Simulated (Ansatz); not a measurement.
Mulliken charges of ClF$_{2}$HSeTi (`[F][Ti]([F])([Cl])[SeH]`) from PBE/def2-TZVPP in Ansatz (PBE0-D4/def2-TZVP geometry).

```
atom   x (Å)   y (Å)   z (Å)  charge (e)
  F1   0.092  -0.731   1.695      -0.307
 Ti2   0.246  -0.527  -0.025       0.800
  F3   1.750  -1.119  -0.658      -0.303
 Cl4  -1.441  -1.496  -1.009      -0.187
 Se5   0.239   1.824  -0.518      -0.070
  H6  -0.844   1.985   0.469       0.068
```

By hand: the dipole of these point charges (1 e Å = 4.8032 D).

Σ q r = (-0.166, 0.429, -0.084) e Å, of length 0.468 e Å = 2.25 D.

How does the dipole of the full density compare? (Estimate.)

The calculation gave: (-0.062, 0.187, 0.040) e Å, 0.97 D; the point charges give 2.32 times that, at 22° from its direction.

Point charges leave out the atoms' own dipoles, such as those of lone pairs, and Mulliken's split depends on the basis, so the two needn't agree.
